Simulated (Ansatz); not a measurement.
Saddle point of GeH4S, singlet (GeH₂S ([SH][GeH]) + H₂ → GeH₄S ([SH2][GeH2]); bonds formed: Ge1–H4, S2–H3; bonds broken: H3–H4), PBE0-D4/def2-TZVP structure:

Ge1  (-1.154, 0.618, -0.408)
S2  (1.248, 0.805, 0.220)
H3  (0.460, -0.336, -0.703)
H4  (-0.396, -0.711, -1.213)
H5  (-1.390, -0.360, 0.823)
H6  (1.231, -0.016, 1.281)
(Å)

Energies are electronic, without zero-point energy. Barriers and step energies count from the start structure reached by relaxing down the imaginary mode; all methods use the PBE0-D4 structures, on which another method's saddle can fall below an end. Ansatz 0.2.0; basis: def2-TZVPP, with def2-QZVPP for the basis limit; cores frozen in the correlated methods. Filled d shells of the heavier atoms are correlated. The def2 sets are not built for correlating such inner shells, so the correlated values are less sure here. B3LYP uses VWN-RPA correlation. Extrapolation: Hartree–Fock as exp(−7.88 √X), correlation as X^−2.97.

| method | barrier (kJ/mol) | step energy (kJ/mol) |
| --- | --- | --- |
| SPW92 | 37.2 | 10.6 |
| PBE-D4 | 69.3 | 32.9 |
| BLYP-D4 | 90.6 | 44.3 |
| r2SCAN-D4 | 75.1 | 29.2 |
| B97M-V | 83.5 | 30.2 |
| PBE0-D4 | 77.8 | 27.2 |
| B3LYP-D4 | 95.0 | 37.8 |
| r2SCAN0-D4 | ? | 26.2 |
| BHLYP-D4 | ? | 32.3 |
| CAM-B3LYP-D4 | ? | 30.0 |
| wB97X-V | 98.1 | 28.9 |
| wB97M-V | 97.2 | 32.4 |
| B2PLYP | 97.9 | 36.6 |
| PBE-QIDH | 87.9 | 26.2 |
| RPA on PBE | 99.3 | 34.8 |
| HF | 147.6 | 35.8 |
| MP2 | 95.4 | 35.0 |
| CCSD | 106.7 | 30.6 |
| CCSD(T) | 99.5 | 32.7 |

Q: Fill in the withheld barriers. (Judge from chemistry; the value comes from the calculation.)

A: Computed: r2SCAN0-D4 82.5; BHLYP-D4 107.9; CAM-B3LYP-D4 96.4 kJ/mol. Each is the energy of the saddle less that of the start structure, by the same method.

For comparison, the barrier by CCSD(T) at an estimated basis limit (MP2 extrapolated from triple and quadruple zeta, plus CCSD(T) − MP2 in triple zeta) is 97.6 kJ/mol.

No T1 diagnostic of these runs exceeds 0.015.

Labels in which every atom is bracketed show which atoms are joined, not bond orders.

For scale, one of the runs: CCSD(T)/def2-TZVPP, 146 basis functions, launched by `ansatz run in.yaml --threads 2 --pin off --events-out ev --progress --plain --max-ram 4352MiB`. Time: 18 s of wall clock on 2 CPU threads of an Arm Neoverse V1; the host was shared. Peak host memory: 0.83 GiB.
